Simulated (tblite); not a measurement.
Compound: C6H5F2O2 (doublet state).
Cartesian coordinates in Å at the GFN2-xTB level; atoms count from 1:
```xyz
15
C6H5F2O2 angstrom
O      0.5529    2.1136    0.1123
C     -0.1470    1.1396    0.0033
C     -1.5554    0.9606    0.3538
C     -1.9563   -0.2836    0.0893
C     -0.8718   -1.1373   -0.4851
C      0.3439   -0.2213   -0.5112
O      1.3415   -0.7408    0.4542
C      2.4948   -0.1782    0.5997
F      3.1622    0.2606   -0.4765
F      2.6955    0.6593    1.6280
H     -2.1421    1.7597    0.7684
H     -2.9431   -0.6805    0.2562
H     -0.6775   -2.0039    0.1487
H     -1.1374   -1.5002   -1.4790
H      0.8352   -0.1394   -1.4841
```

Level: GFN2-xTB in tblite, geometry and Hessian alike; calculated harmonic values, unscaled, isolated species. Errors from tens to a few hundred cm⁻¹ against measured bands are possible. One conformer, not necessarily the lowest. Open shells enter through the occupations alone, without spin polarisation, and single modes of such species can be off by tens of per cent.

Harmonic wavenumbers (cm⁻¹): 37.3, 50.9, 92.3, 126.4, 201.4, 255.6, 333.8, 431.3, 447.5, 480.1, 547.2, 621.8, 648.2, 733.8, 770.6, 784.4, 841.0, 889.7, 895.6, 964.7, 996.4, 1049.2, 1090.4, 1117.4, 1118.9, 1130.9, 1172.4, 1226.8, 1265.7, 1288.1, 1323.1, 1420.5, 1628.5, 1759.5, 2950.0, 2980.6, 2997.6, 3117.9, 3148.6.

A = 2606, B = 986.2, C = 852.3 MHz; mass 147.026 u (most abundant isotopes); point group C1, symmetry number 1; spin multiplicity 2.

Question: Zero-point energy?

Answer: Half the sum of the wavenumbers: 21468 cm⁻¹ = 61.38 kcal/mol.

Question: Entropy at 350 K, 1 bar (ideal gas, RRHO, classical rotation)?

Answer: Translation 41.69, rotation 29.85, vibration 32.17, spin (R ln 2) 1.38: S = 105.1 cal/(mol K).

Question: And Cp and H(350 K) − H(0)?

Answer: Cp = 39.76 cal/(mol K), of which vibrations give 31.81 (their classical limit is 39 R = 77.5); H(350 K) − H(0) = 8.42 kcal/mol without the zero-point energy, 5.63 from vibrations.

Question: How do the functions run with temperature in this model?

Answer: 
| T (K) | S (cal/(mol K)) | Cp (cal/(mol K)) | H − H(0) (kcal/mol) | G − H(0) (kcal/mol) | ln q(vib) |
| --- | --- | --- | --- | --- | --- |
| 100 | 72.3 | 17.6 | 1.31 | -5.92 | 2.11 |
| 200 | 87.0 | 25.9 | 3.48 | -13.93 | 4.59 |
| 300 | 99.3 | 35.3 | 6.54 | -23.25 | 6.93 |
| 500 | 121.2 | 50.9 | 15.26 | -45.36 | 11.53 |
| 800 | 148.4 | 64.1 | 32.73 | -85.97 | 18.07 |
| 1000 | 163.3 | 69.2 | 46.09 | -117.16 | 22.06 |

q(vib) and H(0) count from the zero-point level.

Question: Blend soft modes into free rotors: weight 1/[1 + (100 cm⁻¹/ν̃)⁴] for the oscillator and the rest for a rotor with moment μB/(μ + B), μ = h/(8π²ν), B = 10⁻⁴⁴ kg m². What vibrational entropy results?

Answer: 28.53 cal/(mol K) in place of 32.17, which changes −T·S at 350 K by +1.27 kcal/mol.

Hindered rotation and anharmonicity are outside this model. Other conformers, if any are populated, would add a mixing term that is left out. The structure is chiral; the term R ln 2 for an equal mix with its mirror image is left out.

The run took 0.5 s of wall time on one thread of an Arm Neoverse V1 (shared host). This covers the Hessian and the dipole derivatives.
